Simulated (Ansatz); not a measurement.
Breaking the Ge1–F2 bond in BrFGe (SMILES [F][Ge][Br]) (multiplicity 1 held, fragments rigid). Energies count from the point at 1.762 Å.
Geometry at that point (charge 0, multiplicity 1):
```
atom    x (Å)    y (Å)    z (Å)
----  -------  -------  -------
Ge     0.5401  -0.4560   0.8125
F      1.4905  -1.3280  -0.3878
Br    -0.8771   0.7584  -0.6431
```

R- and RO- levels are restricted; in cc, def2 and unpolarised 6-31G sets they are followed outwards from rest. U- levels take the lowest unrestricted solution at each point, which mixes spins at long bonds. Curves can end on different states.

Correlated levels freeze the cores. Filled d and f shells under p-block atoms count as core.

Run with Ansatz (an electronic-structure program). 

Energies in eV.

```json
[
 {"R (Å)": "1.410", "R-HF/cc-pVTZ": "2.60", "R-B3LYP/cc-pVTZ": "3.02", "R-wB97X-V/cc-pVTZ": "2.88", "U-CCSD/cc-pVTZ": "2.90"},
 {"R (Å)": "1.586", "R-HF/cc-pVTZ": "0.29", "R-B3LYP/cc-pVTZ": "0.50", "R-wB97X-V/cc-pVTZ": "0.43", "U-CCSD/cc-pVTZ": "0.42"},
 {"R (Å)": "1.762", "R-HF/cc-pVTZ": "0.00", "R-B3LYP/cc-pVTZ": "0.00", "R-wB97X-V/cc-pVTZ": "0.00", "U-CCSD/cc-pVTZ": "0.00"},
 {"R (Å)": "1.938", "R-HF/cc-pVTZ": "0.46", "R-B3LYP/cc-pVTZ": "0.28", "R-wB97X-V/cc-pVTZ": "0.36", "U-CCSD/cc-pVTZ": "0.38"},
 {"R (Å)": "2.114", "R-HF/cc-pVTZ": "1.18", "R-B3LYP/cc-pVTZ": "0.85", "R-wB97X-V/cc-pVTZ": "1.00", "U-CCSD/cc-pVTZ": "1.04"},
 {"R (Å)": "2.379", "R-HF/cc-pVTZ": "2.30", "R-B3LYP/cc-pVTZ": "1.80", "R-wB97X-V/cc-pVTZ": "2.07", "U-CCSD/cc-pVTZ": "2.11"},
 {"R (Å)": "2.643", "R-HF/cc-pVTZ": "3.30", "R-B3LYP/cc-pVTZ": "2.68", "R-wB97X-V/cc-pVTZ": "3.04", "U-CCSD/cc-pVTZ": "3.14"},
 {"R (Å)": "3.083", "R-HF/cc-pVTZ": "4.61", "R-B3LYP/cc-pVTZ": "3.81", "R-wB97X-V/cc-pVTZ": "4.35", "U-CCSD/cc-pVTZ": "4.42"},
 {"R (Å)": "3.524", "R-HF/cc-pVTZ": "5.56", "R-B3LYP/cc-pVTZ": "4.59", "R-wB97X-V/cc-pVTZ": "5.29", "U-CCSD/cc-pVTZ": "5.01"},
 {"R (Å)": "4.052", "R-HF/cc-pVTZ": "6.39", "R-B3LYP/cc-pVTZ": "5.18", "R-wB97X-V/cc-pVTZ": "6.09", "U-CCSD/cc-pVTZ": "5.21"},
 {"R (Å)": "4.757", "R-HF/cc-pVTZ": "7.14", "R-B3LYP/cc-pVTZ": "5.63", "R-wB97X-V/cc-pVTZ": "6.78", "U-CCSD/cc-pVTZ": "5.22"},
 {"R (Å)": "5.638", "R-HF/cc-pVTZ": "7.72", "R-B3LYP/cc-pVTZ": "5.91", "R-wB97X-V/cc-pVTZ": "7.28", "U-CCSD/cc-pVTZ": "5.23"}
]
```

Doubts at one or more of the structures used: a restricted determinant that unrestricted orbitals would lower (R-HF/cc-pVTZ, R-B3LYP/cc-pVTZ, R-wB97X-V/cc-pVTZ); a spin-contaminated determinant (U-CCSD/cc-pVTZ); T1 above 0.05 (U-CCSD/cc-pVTZ).
